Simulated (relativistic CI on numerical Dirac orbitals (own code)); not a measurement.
**Ligand-field terms of d3**

Computed with a parametric ligand-field model of a d^n configuration (Racah B and C, spin-orbit zeta, crystal field), exact diagonalisation.

Field parameters in Wybourne normalisation: Oh B⁴₀ = 21Dq, B⁴₄ = √(5/14) B⁴₀. The field is a parameter set, without covalency.

Problem. Ground term and bands for B = 470, C = 2200, ζ = 0 cm⁻¹, Oh, 10Dq = 7050 cm⁻¹?

Solution. Ground term 4A2 with 0.00 electrons in the two orbitals of the cubic e set. Spin-allowed: 4T2 7050 cm⁻¹ (1418 nm), 4T1 10947 cm⁻¹ (913 nm), 4T1 17253 cm⁻¹ (580 nm). Lowest spin-forbidden: 2E 9894 cm⁻¹ (1011 nm), 2T1 10327 cm⁻¹ (968 nm), 2T2 14028 cm⁻¹ (713 nm). With an A2 ground term the first spin-allowed band lies at |10Dq| itself.

Problem. Ground term and bands for B = 470, C = 2200, ζ = 0 cm⁻¹, Oh, 10Dq = 19270 cm⁻¹?

Solution. Ground term 4A2 with 0.00 electrons in the two orbitals of the cubic e set. Spin-allowed: 4T2 19270 cm⁻¹ (519 nm), 4T1 24399 cm⁻¹ (410 nm), 4T1 40461 cm⁻¹ (247 nm). Lowest spin-forbidden: 2E 10245 cm⁻¹ (976 nm), 2T1 10599 cm⁻¹ (943 nm), 2T2 16070 cm⁻¹ (622 nm). With an A2 ground term the first spin-allowed band lies at |10Dq| itself.

Problem. Ground term and bands for B = 470, C = 2200, ζ = 0 cm⁻¹, Oh, 10Dq = 4230 cm⁻¹?

Solution. Ground term 4A2 with 0.00 electrons in the two orbitals of the cubic e set. Spin-allowed: 4T2 4230 cm⁻¹ (2364 nm), 4T1 7050 cm⁻¹ (1418 nm), 4T1 12690 cm⁻¹ (788 nm). Lowest spin-forbidden: 2E 9715 cm⁻¹ (1029 nm), 2T1 10122 cm⁻¹ (988 nm), 2A1 12710 cm⁻¹ (787 nm). With an A2 ground term the first spin-allowed band lies at |10Dq| itself.

Problem. Ground term and bands for B = 470, C = 2200, ζ = 0 cm⁻¹, Oh, 10Dq = 14570 cm⁻¹?

Solution. Ground term 4A2 with 0.00 electrons in the two orbitals of the cubic e set. Spin-allowed: 4T2 14570 cm⁻¹ (686 nm), 4T1 19491 cm⁻¹ (513 nm), 4T1 31269 cm⁻¹ (320 nm). Lowest spin-forbidden: 2E 10150 cm⁻¹ (985 nm), 2T1 10539 cm⁻¹ (949 nm), 2T2 15566 cm⁻¹ (642 nm). With an A2 ground term the first spin-allowed band lies at |10Dq| itself.

Problem. Ground term and bands for B = 470, C = 2200, ζ = 0 cm⁻¹, Oh, 10Dq = 6110 cm⁻¹?

Solution. Ground term 4A2 with 0.00 electrons in the two orbitals of the cubic e set. Spin-allowed: 4T2 6110 cm⁻¹ (1637 nm), 4T1 9717 cm⁻¹ (1029 nm), 4T1 15663 cm⁻¹ (638 nm). Lowest spin-forbidden: 2E 9843 cm⁻¹ (1016 nm), 2T1 10274 cm⁻¹ (973 nm), 2T2 13709 cm⁻¹ (729 nm). With an A2 ground term the first spin-allowed band lies at |10Dq| itself.
